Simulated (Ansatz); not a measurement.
The same path of CH₃AlS₂ (7 atoms, charge 0, multiplicity 1) was run twice with different band settings. Lost on the way: C2–H7, S3–S4. Made: S3–H7.

All numbers below come from RKS PBE/STO-3G in Ansatz.

Relaxed end points:

```xyz
7
Properties=species:S:1:pos:R:3
Al -0.548 0.904 -0.259
C 0.753 -0.289 0.507
S 1.275 -1.500 -0.776
S -0.721 -1.423 0.014
H -0.379 1.263 -1.714
H -1.515 1.559 0.699
H 1.135 -0.514 1.529
```

```xyz
7
Properties=species:S:1:pos:R:3
Al -0.809 0.913 -0.353
C 0.212 -0.650 0.075
S 1.542 -1.604 0.678
S -1.198 -1.296 -0.633
H -0.441 1.631 -1.630
H -1.602 1.531 0.774
H 2.296 -0.524 1.087
```

Common settings: movable images 7; climbing image yes; spring 5.0 eV/Å²; optimiser quadratic models (default); start path through a guess of the saddle point; iteration limit 60; end points relaxed.

| run | force threshold |
| --- | --- |
| 1 | 0.05 eV/Å |
| 2 | 0.2 eV/Å |

(1) What does each run give, and how far can it be trusted?

Answers

(1) Run 1: converged after 23 iterations, highest image 4.025 eV above the first end. The profile has 2 maxima (images 3, 7) with wells between them (image 5): this band takes more than one step, which may be the mechanism or a detour left from its start path. Neighbouring images differ by up to 2.7 eV, so the band resolves the path poorly. A vibrational analysis at the climbing image gives one clearly imaginary mode, 1020i cm⁻¹: a first-order saddle point.
Run 2: converged after 30 iterations, highest image 4.026 eV above the first end. The threshold of 0.2 eV/Å is loose, so the images may lie well off the minimum-energy path. The profile has 2 maxima (images 2, 6) with wells between them (image 5): this band takes more than one step, which may be the mechanism or a detour left from its start path. Neighbouring images differ by up to 2.8 eV, so the band resolves the path poorly. Another band between the same ends (7 images) ends at a top of the same energy, where a vibrational analysis finds 1 clearly imaginary mode.
The orbitals stay closed-shell, which can raise the energy where a bond breaks towards radicals; this wasn't checked here. Limits of this set-up: minimal basis.
